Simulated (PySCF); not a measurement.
**Radial density of Fe (iron, neutral)**

B97-3, [Ar] 3d5 4s2 4p1, high-spin 7P determinant (an excited configuration). Computed with PySCF 2.14 in x2c-QZVPPall, with scalar relativity by spin-free X2C-1e.

```
r (bohr)  4πr²ρ (e/bohr)  4πr²(ρα − ρβ)
0.000818          0.1406         0.0000
 0.00138          0.3626         0.0000
 0.00231          0.9176         0.0000
 0.00389           2.255         0.0000
 0.00655           5.270        -0.0001
  0.0110           11.28        -0.0001
  0.0185           20.80        -0.0002
  0.0311           29.93         0.0001
  0.0524           29.83         0.0025
  0.0881           24.30         0.0220
   0.148           32.27         0.1616
   0.249           29.42         0.9116
   0.419           12.95         3.1634
   0.705           16.58         4.9501
    1.19           7.149         2.8415
    2.00           1.774         0.8280
    3.36          0.8488         0.3128
    5.65          0.1213         0.0667
    9.50        0.002669         0.0020
```

Densities and radii are taken from the X2C orbitals without a picture-change correction, which distorts them close to the nucleus.
